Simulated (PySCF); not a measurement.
A run for PySCF: R-B3LYP/6-31G* on C2H6N2 (a complex), monomers drawn apart or pushed together.

```python
from pyscf import gto, scf, dft, mp
from pyscf.data.elements import chemcore

mol = gto.M(
    atom='''
    N    -0.47719724   -0.12635414   -0.24760665
    N     0.60678946   -0.23257498   -0.30761590
    C    -0.72361515    0.56950997    5.76959303
    C     0.58800339   -0.19355320    5.60937357
    H    -1.21673610    0.72168848    4.80759609
    H    -0.55854209    1.55279740    6.21452355
    H    -1.42046363    0.02918091    6.41338448
    H     0.42436333   -1.17651980    5.16316763
    H     1.07744779   -0.34727584    6.57307878
    H     1.28748068    0.34611539    4.96800206
    ''',
    basis='6-31g*',
    cart=True,
    charge=0, spin=0, verbose=3, max_memory=1800)
mf = dft.RKS(mol, xc='b3lyp')
mf.conv_tol = 1e-8
mf.max_cycle = 100
mf.kernel()
if not mf.converged:
    mf = mf.newton().run(mf.mo_coeff, mf.mo_occ)
```

Program output:

```
converged SCF energy = -189.353826098726
```

Self-consistency was reached.

Cost: around 1.8 core-seconds (rough).
